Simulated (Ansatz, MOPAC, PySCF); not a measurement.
Molecule: H₂BO (charge +1, singlet). SMILES: [OH+]=B
Structure (B3LYP-D3(BJ)/def2-TZVP (Ansatz, a first-principles code) minimum search):
```xyz
4

H      0.0000     0.0000    -1.8853
B      0.0000     0.0000    -0.7151
O      0.0000     0.0000     0.4991
H      0.0000     0.0000     1.4683
```
Charge +1, spin multiplicity 1.

Unscaled harmonic wavenumbers (cm⁻¹) in rising order, each level at the stationary point that it reaches from this structure (no distance between atoms moves by over 0.3 Å); the order of modes can differ between levels, and a negative number is imaginary. B3LYP-D3(BJ)/def2-TZVP (PySCF, at the structure above): 210, 210, 751, 751, 1777, 2895, 3772.

PM3 (MOPAC): 355, 355, 813, 813, 1917, 2552, 3796. Zero-point energy 15.2 against 14.8 kcal/mol; where all levels lie over 400 cm⁻¹, the wavenumbers are on average 1.026 times those of B3LYP-D3(BJ)/def2-TZVP.

PM6 (MOPAC): 565, 565, 719, 719, 1642, 2168, 2888. Zero-point energy 13.2 against 14.8 kcal/mol; where all levels lie over 400 cm⁻¹, the wavenumbers are on average 0.871 times those of B3LYP-D3(BJ)/def2-TZVP.

HF/6-31G* (Ansatz): 271, 271, 817, 817, 1875, 3065, 4046. Zero-point energy 16.0 against 14.8 kcal/mol; where all levels lie over 400 cm⁻¹, the wavenumbers are on average 1.073 times those of B3LYP-D3(BJ)/def2-TZVP.
